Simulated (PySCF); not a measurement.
Basis-set dependence of population analyses: `C=C[SiH2]N[SiH2]P`

Compound: C₂H₁₀NPSi₂.
Atom-mapped SMILES: `[CH2:1]=[CH:2][SiH2:3][NH:4][SiH2:5][PH2:6]` (hydrogens: H7, H8 on C1; H9 on C2; H10, H11 on Si3; H12 on N4; H13, H14 on Si5; H15, H16 on P6)

Geometry (PBE0-D3(BJ)/def2-SVP, Å), atoms numbered from 1 in this order:
```xyz
16
C2H10NPSi2 angstrom
C     -3.1991    1.3673   -0.1183
C     -2.0040    0.9062   -0.5060
Si    -1.1777   -0.5638    0.2964
N      0.3819   -0.1317    0.9471
Si     1.9274   -0.8928    0.7165
P      3.4147    0.6695    0.0226
H     -3.7587    0.8994    0.7007
H     -3.6785    2.2293   -0.5964
H     -1.4900    1.4192   -1.3306
H     -0.9176   -1.6531   -0.6920
H     -2.1259   -1.0622    1.3451
H      0.3852    0.6814    1.5601
H      1.7228   -2.0064   -0.2564
H      2.5001   -1.4576    1.9811
H      4.4818   -0.2690   -0.1359
H      3.0111    0.6028   -1.3465
```

PBE0 throughout (PySCF), one geometry, spherical d and f functions. One conformer (not necessarily the lowest) at the PBE0-D3(BJ)/def2-SVP geometry, without solvent, vibrations or thermal averaging. The first 7 of 13 kinds of atom are listed.

Mulliken charges (e):

```csv
basis,functions,C1,C2,Si3,N4,Si5,P6,H7
STO-3G,52,-0.169,-0.260,+0.720,-0.654,+0.552,+0.120,+0.073
6-31G,86,-0.315,-0.432,+0.890,-1.141,+0.734,-0.158,+0.168
pcSseg-0,86,-0.364,-0.788,+1.078,-1.260,+0.728,-0.395,+0.226
6-31G*,116,-0.362,-0.320,+0.599,-0.879,+0.524,-0.238,+0.180
def2-SVP,146,-0.066,-0.292,+0.578,-0.569,+0.440,-0.153,+0.060
cc-pVDZ,146,-0.029,-0.219,+0.425,-0.422,+0.301,-0.157,+0.051
pcSseg-1,173,-0.173,-0.492,+0.823,-0.843,+0.581,-0.253,+0.127
aug-cc-pVDZ,240,+0.696,+0.422,+0.054,-0.498,-0.140,-1.003,-0.406
"6-311+G(2d,p)",246,-0.376,-0.207,+0.748,-0.944,+0.512,-0.219,+0.127
def2-TZVP,264,-0.243,-0.249,+0.338,-0.518,+0.268,-0.267,+0.134
```

IAO charges (e):

```
        basis  functions      C1      C2     Si3      N4     Si5      P6      H7
       STO-3G         52  -0.255  -0.399  +0.830  -0.790  +0.641  +0.023  +0.123
        6-31G         86  -0.273  -0.415  +0.749  -0.860  +0.584  -0.156  +0.148
     pcSseg-0         86  -0.255  -0.427  +0.766  -0.856  +0.579  -0.179  +0.141
       6-31G*        116  -0.258  -0.438  +0.868  -0.914  +0.703  -0.129  +0.143
     def2-SVP        146  -0.253  -0.436  +0.876  -0.907  +0.710  -0.130  +0.139
      cc-pVDZ        146  -0.263  -0.435  +0.860  -0.908  +0.697  -0.137  +0.143
     pcSseg-1        173  -0.263  -0.443  +0.885  -0.924  +0.714  -0.132  +0.143
  aug-cc-pVDZ        240  -0.275  -0.439  +0.864  -0.925  +0.702  -0.145  +0.148
6-311+G(2d,p)        246  -0.274  -0.449  +0.897  -0.946  +0.729  -0.134  +0.148
    def2-TZVP        264  -0.272  -0.452  +0.908  -0.950  +0.740  -0.135  +0.148
```

Hirshfeld charges (e):

| basis | functions | C1 | C2 | Si3 | N4 | Si5 | P6 | H7 |
| --- | --- | --- | --- | --- | --- | --- | --- | --- |
| STO-3G | 52 | -0.064 | -0.119 | +0.443 | -0.358 | +0.368 | +0.049 | +0.020 |
| 6-31G | 86 | -0.072 | -0.141 | +0.352 | -0.344 | +0.304 | -0.050 | +0.047 |
| pcSseg-0 | 86 | -0.073 | -0.139 | +0.374 | -0.331 | +0.324 | -0.041 | +0.040 |
| 6-31G* | 116 | -0.069 | -0.140 | +0.335 | -0.321 | +0.291 | -0.051 | +0.048 |
| def2-SVP | 146 | -0.076 | -0.142 | +0.360 | -0.315 | +0.308 | -0.029 | +0.044 |
| cc-pVDZ | 146 | -0.074 | -0.141 | +0.355 | -0.313 | +0.303 | -0.034 | +0.045 |
| pcSseg-1 | 173 | -0.077 | -0.144 | +0.364 | -0.327 | +0.315 | -0.038 | +0.045 |
| aug-cc-pVDZ | 240 | -0.084 | -0.151 | +0.368 | -0.340 | +0.311 | -0.032 | +0.048 |
| 6-311+G(2d,p) | 246 | -0.080 | -0.150 | +0.365 | -0.337 | +0.308 | -0.029 | +0.047 |
| def2-TZVP | 264 | -0.080 | -0.148 | +0.360 | -0.332 | +0.306 | -0.034 | +0.047 |

Which scheme is steadiest as the basis changes?

Largest range over the bases for any column: Hirshfeld 0.11 e, IAO 0.20 e, Mulliken 1.21 e. Hirshfeld charges move least and Mulliken charges most, counted in e. Without the minimal STO-3G basis the ranges are Hirshfeld 0.04, IAO 0.16, Mulliken 1.21 e.

How much do the charges still move between the two largest bases, 6-311+G(2d,p) and def2-TZVP?

At most, over all atoms: Mulliken 0.426 e, IAO 0.011 e, Hirshfeld 0.006 e.

What do the same runs give for the total energy, the frontier levels and the dipole moment?

| basis | energy (Eh) | HOMO (eV) | LUMO (eV) | μ (D) |
| --- | --- | --- | --- | --- |
| STO-3G | -1044.5688 | -3.32 | 3.38 | 0.34 |
| 6-31G | -1056.5969 | -6.85 | -0.30 | 1.03 |
| pcSseg-0 | -1055.3893 | -7.03 | -0.52 | 1.18 |
| 6-31G* | -1056.7348 | -6.98 | -0.34 | 0.94 |
| def2-SVP | -1056.4136 | -7.05 | -0.52 | 0.86 |
| cc-pVDZ | -1056.7969 | -6.98 | -0.46 | 0.90 |
| pcSseg-1 | -1056.7511 | -7.17 | -0.66 | 0.84 |
| aug-cc-pVDZ | -1056.8122 | -7.11 | -0.75 | 0.89 |
| 6-311+G(2d,p) | -1056.8733 | -7.16 | -0.78 | 0.91 |
| def2-TZVP | -1056.8898 | -7.15 | -0.71 | 0.95 |

The dipole is fixed by the density alone, so its range of 0.84 D shows that the density itself changes with the basis, not only its division among atoms.
